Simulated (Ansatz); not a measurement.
Cost and result for the atomization energy of `C#C[O][SbH2]` (7 atoms, 6 bonds).

| atom | x (Å) | y (Å) | z (Å) |
| --- | --- | --- | --- |
| C1 | -0.828 | -0.625 | 1.535 |
| C2 | 0.109 | -0.638 | 0.783 |
| O3 | 1.119 | -0.666 | -0.010 |
| Sb4 | 1.136 | 0.519 | -1.643 |
| H5 | -1.646 | -0.628 | 2.213 |
| H6 | -0.474 | 0.138 | -2.084 |
| H7 | 0.585 | 1.900 | -0.794 |

The species carries charge 0 and has multiplicity 1. Correlated methods include outer-core shells of Sb, which these sets cover unevenly. Sb: def2 effective core potential. All single points use the PBE0-D4/def2-TZVP geometry. Program: Ansatz. All runs use 2 threads of an AMD EPYC 9B14 on a shared host. Times are those of one run each, without the atoms' runs, and a repeat can differ threefold. Electronic energies, without spin–orbit coupling; frozen cores. CCSD(T)/CBS adds CCSD(T) − MP2 in def2-TZVPP to the MP2 limit, and its time is that of the two runs behind it. T1 = 0.015. With those shells the extrapolation isn't a true limit.

CCSD(T)/CBS is a level of theory with its own doubt, some kJ/mol a heavy atom from the limit and from the frozen cores, so smaller differences don't rank the functionals.

```
                          level  functions  wall time
             BLYP-D4/def2-TZVPP        185      1.6 s
PBE-D4/def2-TZVPP (with forces)        185        2 s
            BHLYP-D4/def2-TZVPP        185        2 s
        CAM-B3LYP-D4/def2-TZVPP        185      2.4 s
               CCSD(T)/def2-SVP         83      3.3 s
          r2SCANh-D4/def2-TZVPP        185      3.5 s
            PBE-QIDH/def2-TZVPP        185      4.3 s
              B2PLYP/def2-TZVPP        185      4.3 s
              B97M-V/def2-TZVPP        185      5.5 s
             ωB97X-V/def2-TZVPP        185      5.5 s
                 MP2/def2-QZVPP        343       11 s
             CCSD(T)/def2-TZVPP        185       63 s
              CCSD(T)/CBS(def2)          –       74 s
```

Question: What atomization energy does each give, and how far from CCSD(T)/CBS? (An estimate is asked.)

Answer: The calculation gave: 
```tsv
level	atomization (kcal/mol)	difference from CCSD(T)/CBS	per bond
BLYP-D4/def2-TZVPP	599.7	13.3	2.2
PBE-D4/def2-TZVPP (with forces)	611.6	25.2	4.2
BHLYP-D4/def2-TZVPP	558.4	-28.0	-4.7
CAM-B3LYP-D4/def2-TZVPP	590.7	4.3	0.7
CCSD(T)/def2-SVP	540.1	-46.3	-7.7
r2SCANh-D4/def2-TZVPP	579.2	-7.2	-1.2
PBE-QIDH/def2-TZVPP	575.8	-10.6	-1.8
B2PLYP/def2-TZVPP	581.4	-5.0	-0.8
B97M-V/def2-TZVPP	593.8	7.4	1.2
ωB97X-V/def2-TZVPP	589.8	3.4	0.6
MP2/def2-QZVPP	591.1	4.7	0.8
CCSD(T)/def2-TZVPP	565.4	-21.0	-3.5
CCSD(T)/CBS(def2)	586.4	0.0	0.0
```

From PBE to PBE0 (25 % exact exchange), in def2-TZVPP and without D4, the atomization energy moves by −23.9 kcal/mol: exact exchange takes away binding that semilocal exchange gives to molecules. In def2-TZVPP, CCSD(T) changes the Hartree–Fock value by +190.8 kcal/mol (the triples alone add +14.9 kcal/mol) and MP2 by +203.8 kcal/mol; breaking electron pairs costs correlation energy, which Hartree–Fock lacks. At CCSD(T), def2-SVP lies −46.2 kcal/mol from the extrapolated value and def2-TZVPP −21.0 kcal/mol: correlation converges slowly with the basis, and small sets miss more of it in the bonded molecule than in its fragments.
